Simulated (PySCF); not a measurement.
Gas-phase reaction: 3 GaF3 + 2 N = 3 GaF + 2 NF3

Computed with PySCF and rigid-rotor harmonic-oscillator thermochemistry at 1 bar. † marks an energy on the PBE0/def2-TZVP geometry and frequencies; other levels use their own. 6-31G* has spherical d functions here. Open shells (unrestricted): N (multiplicity 4); the rest are closed-shell singlets. B3LYP is the form with VWN-RPA correlation. Ga: all electrons, no relativistic terms.

LDA/def2-TZVP† gives ΔH°(298 K) = 333 kJ.

Question: What do ωB97X-V/def2-TZVP†, B3LYP/def2-TZVP†, HF/6-31G* give?

Answer: ωB97X-V/def2-TZVP†: 686 kJ; B3LYP/def2-TZVP†: 609 kJ; HF/6-31G*: 1356 kJ. For scale, ΔH°(298 K) is 333 kJ at this level, 652 kJ at ωB97M-V/def2-TZVP†, and runs from -483 to 1396 kJ over the 20 levels computed.
